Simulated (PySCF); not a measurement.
LDA on Nb- (niobium, charge -1), [Kr] 4d4 5s2, high-spin 5D determinant. Calculation: PySCF 2.14, in def2-TZVPPD with the def2 core potential (28 electrons); a scalar-relativistic core potential.

```
cycle= 1 E= -56.7056156791928  delta_E= -0.0139  |g|= 0.0596  |ddm|= 0.95
cycle= 2 E= -56.7039284940385  delta_E= 0.00169  |g|= 0.0758  |ddm|= 0.241
cycle= 3 E= -56.7073024244887  delta_E= -0.00337  |g|= 0.00753  |ddm|= 0.175
cycle= 4 E= -56.7073464685681  delta_E= -4.4e-05  |g|= 0.000235  |ddm|= 0.0263
cycle= 5 E= -56.7073465408504  delta_E= -7.23e-08  |g|= 1.49e-05  |ddm|= 0.00183
cycle= 6 E= -56.7073465411323  delta_E= -2.82e-10  |g|= 1.13e-06  |ddm|= 9.59e-05
converged SCF energy = -56.7073465411323  <S^2> = 6.0226044  2S+1 = 5.0090336
```

Highest occupied orbital energy: 2.171 eV; ⟨L²⟩ = 6.04; populations by l: s 3.99, p 6.00, d 4.01, f 0.00.

Problem. Can this result be used?

Solution. With care. Self-consistency was reached. Energies and moments cover only the electrons outside the core potential. At LDA the highest occupied level has a positive energy, so only the finite basis holds that electron; in a semilocal or global hybrid functional this comes from self-interaction and does not mean that the real anion is unbound.
